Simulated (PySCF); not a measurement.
B(H)(Me)(OSiH3) (CH7BOSi), SMILES CBO[SiH3]. Atoms are numbered in the order given.

```xyz
11

B     -0.4672     1.0742     0.0000
H     -1.6835     0.8929     0.0000
C      0.1383     2.5213     0.0000
H     -0.2363     3.0864     0.8818
H     -0.2363     3.0864    -0.8818
H      1.2455     2.5456     0.0000
O      0.3522    -0.0200     0.0000
Si    -0.0086    -1.6779     0.0000
H     -1.4965    -1.8960     0.0000
H      0.6077    -2.2822     1.2269
H      0.6077    -2.2822    -1.2269
```
Charge 0, spin multiplicity 1.

Geometry: PBE-D3(BJ)/def2-SVP. This is a generated structure with no PubChem entry under its InChIKey; it may be hypothetical. The values are those of a single conformer.

Method: PBE-D3(BJ)/def2-SVP in PySCF.

Frequencies are harmonic and unscaled.

Computed vibrational spectrum:
| mode | ν (cm⁻¹) | IR (km/mol) | moving atoms (share of kinetic energy) |
|---|---|---|---|
| 1 | 71 | 0.8 | H 86 %, O 12 % |
| 2 | 101 | 1.4 | H 70 %, B 25 % |
| 3 | 124 | 0.3 | O 45 %, H 36 %, C 11 % |
| 4 | 150 | 1.9 | O 42 %, H 25 %, Si 11 %, B 11 %, C 10 % |
| 5 | 354 | 1.2 | H 31 %, C 27 %, Si 19 %, B 18 % |
| 6 | 625 | 1.2 | H 90 %, C 8 % |
| 7 | 654 | 26.1 | H 56 %, Si 17 %, C 11 %, B 9 % |
| 8 | 698 | 33.9 | H 71 %, O 15 %, Si 11 % |
| 9 | 706 | 43.8 | H 84 %, Si 9 % |
| 10 | 856 | 22.0 | H 35 %, O 34 %, C 13 %, Si 9 %, B 9 % |
| 11 | 908 | 51.3 | H 95 % |
| 12 | 916 | 72.0 | H 95 % |
| 13 | 934 | 359.2 | H 87 %, Si 11 % |
| 14 | 957 | 52.5 | H 52 %, B 36 %, C 10 % |
| 15 | 993 | 20.4 | H 45 %, B 34 %, C 20 % |
| 16 | 1119 | 17.8 | H 71 %, O 18 %, B 9 % |
| 17 | 1250 | 18.3 | H 63 %, C 23 % |
| 18 | 1338 | 365.5 | H 54 %, B 28 %, O 14 % |
| 19 | 1380 | 3.9 | H 96 % |
| 20 | 1405 | 244.4 | H 54 %, B 30 %, O 11 % |
| 21 | 2169 | 68.8 | H 98 % |
| 22 | 2192 | 97.9 | H 97 % |
| 23 | 2194 | 117.7 | H 96 % |
| 24 | 2463 | 164.6 | H 91 %, B 9 % |
| 25 | 2962 | 0.2 | H 97 % |
| 26 | 3034 | 4.1 | H 91 %, C 9 % |
| 27 | 3080 | 11.8 | H 91 %, C 9 % |
